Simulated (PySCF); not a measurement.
C₂H₇FOSi₂, SMILES C=C[Si@H](F)[SiH2]O. Geometry optimised at PBE-D3(BJ)/def2-SVP. The structure was generated by enumeration; whether it is a known compound was not checked. One conformer was computed; it need not be the lowest.

Computed equilibrium geometry at PBE-D3(BJ)/def2-SVP (PySCF confirms it by a frequency run) as bond lengths and angles (one conformer of several):
Atoms: C1 C2 Si3 F4 Si5 O6 H7 H8 H9 H10 H11 H12 H13. Bond lengths (Å): C1–C2 1.349, C1–H7 1.104, C1–H8 1.104, C2–Si3 1.868, C2–H9 1.107, Si3–F4 1.657, Si3–Si5 2.361, Si3–H10 1.507, Si5–O6 1.691, Si5–H11 1.512, Si5–H12 1.502, O6–H13 0.974. Angles (°): C2–C1–H7 121.3, C2–C1–H8 122.2, H7–C1–H8 116.5, C1–C2–Si3 122.2, C1–C2–H9 119.0, Si3–C2–H9 118.8, C2–Si3–F4 107.5, C2–Si3–Si5 113.0, C2–Si3–H10 111.0, F4–Si3–Si5 106.1, F4–Si3–H10 107.4, Si5–Si3–H10 111.5, Si3–Si5–O6 111.2, Si3–Si5–H11 108.3, Si3–Si5–H12 110.5, O6–Si5–H11 112.5, O6–Si5–H12 105.8, H11–Si5–H12 108.4, Si5–O6–H13 114.1.
